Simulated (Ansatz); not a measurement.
Ideal-gas functions of CH₂BClS, SMILES `ClB1CS1` at 600 K and 1 bar, from an Ansatz frequency run at PBE0-D4/def2-TZVP.

Molar mass 92.36 g/mol, point group Cs (symmetry number 1), electronic degeneracy 1, moments of inertia 38.071, 198.844, 233.575 u Å². Harmonic wavenumbers (cm⁻¹, unscaled): 266, 311, 460, 635, 867, 878, 935, 1020, 1316, 1449, 3121, 3200.

Use S(trans) = R[1.5 ln M + 2.5 ln T − 1.1517]; rotational temperatures θ = 24.2544 K / I; S(rot) = R[ln(√π/σ · √(T³/θAθBθC)) + 1.5]; for each mode x = 1.438777 ν̃/T, S = R[x/(eˣ − 1) − ln(1 − e⁻ˣ)] and H = RT x/(eˣ − 1); 1 cm⁻¹ = 0.0119627 kJ/mol; R = 8.31446 J/(mol·K).

Task: By hand: the entropy, in J/(mol·K).

Result: Translation 179.8. Rotation: θ = 0.6371, 0.122, 0.1038 K, giving 117.0. Vibration, mode by mode: 12.19, 10.94, 7.91, 5.58, 3.58, 3.51, 3.15, 2.68, 1.53, 1.18, 0.04, 0.03, in all 52.3. Electronic 0.0. Sum 349.1 J/(mol·K).

Task: By hand: H − E and G − E in kJ/mol, counted from the electronic energy.

Result: Zero-point energy ½ × 14458 × 0.0119627 = 86.5; thermal vibration 18.5; translation, rotation and pV give 4 RT = 20.0. H − E = 125.0 kJ/mol, and G − E = 125.0 − 600 × 349.1/1000 = -84.5 kJ/mol.

Vibration gives 15 % of the entropy.
